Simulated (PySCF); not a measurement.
Two species compared at the same levels of theory.

First species: C₆H₁₁F₃.
Atom-mapped SMILES: `[CH3:1][CH2:2][CH2:3][C@@H:4]([CH3:5])[C:6]([F:7])([F:8])[F:9]` (hydrogens: H10, H11, H12 on C1; H13, H14 on C2; H15, H16 on C3; H17 on C4; H18, H19, H20 on C5)

Cartesian coordinates in Å at the PBE0-D3(BJ)/def2-SVP level; atoms count from 1:
```
atom  x, y, z in Å
C1     2.9221   -0.1629   -0.0598
C2     1.4873    0.0674    0.3870
C3     0.4721   -0.5214   -0.5825
C4    -0.9810   -0.3898   -0.1250
C5    -1.4713    1.0510   -0.0524
C6    -1.8898   -1.2066   -1.0198
F7    -1.8919   -0.7507   -2.2791
F8    -3.1569   -1.1825   -0.5895
F9    -1.5176   -2.4916   -1.0663
H10    3.6424    0.2621    0.6551
H11    3.1129    0.3014   -1.0406
H12    3.1418   -1.2386   -0.1569
H13    1.3324   -0.3777    1.3861
H14    1.3113    1.1495    0.5076
H15    0.7002   -1.5895   -0.7303
H16    0.5800   -0.0448   -1.5727
H17   -1.0812   -0.8559    0.8711
H18   -2.5324    1.0959    0.2297
H19   -1.3537    1.5512   -1.0260
H20   -0.9009    1.6189    0.6947
```

Second species: C6H14BN.
SMILES: `C1CCB(N(C)C)C1`

Levels: CAM-B3LYP/def2-SVPD for HOMO energy, LUMO energy, HOMO–LUMO gap and static isotropic polarisability; TDDFT CAM-B3LYP/def2-SVPD for lowest singlet excitation; TDA CAM-B3LYP/def2-SVPD for lowest triplet excitation (Tamm–Dancoff); ΔSCF CAM-B3LYP/def2-SVPD for vertical ionisation energy. Geometries: PBE0-D3(BJ)/def2-SVP. Each structure is a single optimised conformer of the isolated species, non-relativistic unless stated; the electronic structure was computed with PySCF and density fitting.

The conformers computed, where there is a choice (atom-mapped SMILES and torsion angles):
- `[CH3:1][CH2:2][CH2:3][C@@H:4]([CH3:5])[C:6]([F:7])([F:8])[F:9]`: C1–C2–C3–C4 176°, C2–C3–C4–C5 66°, C3–C4–C6–F7 -64°

The conformers of `CN(C)B1CCCC1` aren't listed.

Question: Which of the two has the higher vertical ionisation energy, and by how much?

Answer: The first: 11.63 eV against 8.94 eV, a difference of 2.69 eV.

Question: Which has the higher S1 energy?

Answer: The first: 8.99 eV against 6.46 eV, a difference of 2.53 eV.

Question: Which has the higher static isotropic polarisability?

Answer: The second: 92.9 au against 76.0 au, a difference of 16.9 au.

Question: Which of the two has the higher HOMO energy, and by how much?

Answer: The second: -8.34 eV against -10.81 eV, a difference of 2.47 eV.

Question: Which has the higher T1 energy?

Answer: The first: 8.71 eV against 5.79 eV, a difference of 2.92 eV.

Question: Which has the higher LUMO energy?

Answer: The first: 1.24 eV against 1.02 eV, a difference of 0.22 eV.

Question: Which of the two has the higher HOMO–LUMO gap, and by how much?

Answer: The first: 12.05 eV against 9.36 eV, a difference of 2.69 eV.

On the first: The ΔSCF ionisation energy exceeds −ε(HOMO) by 0.82 eV with CAM-B3LYP. S1 lies 3.06 eV below the HOMO–LUMO gap; its leading configuration is HOMO→LUMO, weight 0.81.

On the second: The principal polarisabilities are 75.6, 91.7 and 111.5 au; their mean is the isotropic value. The 10 singlets span 6.46 to 8.48 eV, and their oscillator strengths add up to 0.42.
